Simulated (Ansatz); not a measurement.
Geometry optimisation, RKS PBE0/def2-SVP in Ansatz 0.2.0.

input.yaml

```yaml
crystal:
  periodic: [false, false, false]
  atoms:
    - { symbol: B, position_ang: [-1.0916, 1.1832, -0.4551] }
    - { symbol: C, position_ang: [-0.4114, 0.1085, 0.3943] }
    - { symbol: Si, position_ang: [1.3167, 0.6415, 0.7316] }
    - { symbol: Ge, position_ang: [-0.3153, -1.5713, -0.5694] }
    - { symbol: H, position_ang: [-1.5728, 0.9779, -1.5565] }
    - { symbol: H, position_ang: [-1.2722, 2.3329, -0.0289] }
    - { symbol: H, position_ang: [-0.9204, -0.0195, 1.3592] }
    - { symbol: H, position_ang: [2.0558, -0.3741, 1.5468] }
    - { symbol: H, position_ang: [1.3469, 1.9274, 1.5281] }
    - { symbol: H, position_ang: [2.0774, 0.8145, -0.4985] }
    - { symbol: H, position_ang: [0.3596, -1.4064, -1.8848] }
    - { symbol: H, position_ang: [-1.8267, -2.0213, -0.8326] }
    - { symbol: H, position_ang: [0.2745, -2.6281, 0.2807] }
basis:
  gaussian: { orbitals: def2-SVP }
hamiltonian:
  xc: pbe0
relax:
  f_tol: 0.015
  max_steps: 40
```

Run as:

```bash
$ ansatz run input.yaml --threads 2 --pin off --max-ram 3072MiB --backend cpu --events-out ev --progress --plain --runs-dir out
```

Question: Where does it end, and by what steps?

Answer: It converged. The force dipped under the threshold on the way, but the program's further checks kept it going. After 25 steps the energy has fallen by 0.418 eV; H6 moved furthest, 1.28 Å.

```
step  energy less start (eV)  largest force component (eV/Å)  accepted
   0                  0.0000                           2.346       yes
   1                 -0.2229                           0.909       yes
   2                 -0.2916                           0.381       yes
   3                 -0.3410                           0.146       yes
   4                 -0.3710                           0.133       yes
   5                 -0.3928                           0.138       yes
   6                 -0.3939                           0.544       yes
   7                 -0.3939                           0.350       yes
   8                 -0.4113                           0.071       yes
   9                 -0.4125                           0.043       yes
  10                 -0.4132                           0.043       yes
  11                 -0.4140                           0.014       yes
  12                 -0.4147                           0.025       yes
  13                 -0.4146                           0.076        no
  14                 -0.4151                           0.026       yes
  15                 -0.4153                           0.076       yes
  16                 -0.4158                           0.052       yes
  17                 -0.4163                           0.010       yes
  18                 -0.4168                           0.027       yes
  19                 -0.4145                           0.126        no
  20                 -0.4003                           0.400        no
  21                 -0.4170                           0.013       yes
  22                 -0.4173                           0.032       yes
  23                 -0.4174                           0.025       yes
  24                 -0.4176                           0.023       yes
  25                 -0.4177                           0.009       yes
```

```xyz
13
Properties=species:S:1:pos:R:3
B -1.192 1.138 -0.405
C -0.356 0.198 0.483
Si 1.463 0.674 0.639
Ge -0.465 -1.533 -0.490
H -0.787 1.450 -1.506
H -2.277 1.546 -0.056
H -0.793 0.025 1.480
H 2.241 -0.415 1.311
H 1.611 1.917 1.457
H 2.048 0.914 -0.715
H 0.540 -1.538 -1.654
H -1.885 -1.761 -1.043
H -0.128 -2.650 0.513
```

Run time: 110 s on 2 threads of Arm Neoverse V1, with other jobs on the host, peak memory 0.31 GiB.
